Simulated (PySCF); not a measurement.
# Mn²⁺: excitation energy

Mn²⁺ [Ar] 3d5 (6S) → Mn²⁺ [Ar] 3d4 4p1 (high-spin determinant), as a difference of total energies. All numbers are calculated (PySCF 2.14, no relativity, point nucleus, in aug-cc-pwCVTZ). Correlated levels: valence: [Ar] frozen; valence and next inner shell: [Ne] frozen; nothing frozen. The calculations carry no spin-orbit coupling.

```json
{"method": "UHF", "excitation energy (eV)": "13.262"}
{"method": "LDA", "excitation energy (eV)": "13.829"}
{"method": "PBE", "excitation energy (eV)": "13.526"}
{"method": "PBE0", "excitation energy (eV)": "13.654"}
{"method": "r2SCAN", "excitation energy (eV)": "13.656"}
{"method": "r2SCAN0", "excitation energy (eV)": "13.743"}
{"method": "B97-3", "excitation energy (eV)": "13.635"}
{"method": "M06-2X", "excitation energy (eV)": "13.526"}
{"method": "MP2 (valence)", "excitation energy (eV)": "13.880"}
{"method": "SCS-MP2 (valence)", "excitation energy (eV)": "13.468"}
{"method": "MP2 (valence and next inner shell)", "excitation energy (eV)": "14.234"}
{"method": "SCS-MP2 (valence and next inner shell)", "excitation energy (eV)": "13.838"}
{"method": "MP2 (all electrons)", "excitation energy (eV)": "14.261"}
{"method": "SCS-MP2 (all electrons)", "excitation energy (eV)": "13.855"}
```

**Question.** How much does correlation contribute at MP2 (all electrons)?

**Answer.** 14.261 − (13.262) = 0.999 eV, measured against UHF.

A first-order spin-orbit estimate (lowest level to lowest level, LS coupling) adds -0.109 eV.

The determinant of the upper state mixes LS terms, which raises its energy above the lowest term, most at the Hartree-Fock and MP2 levels.
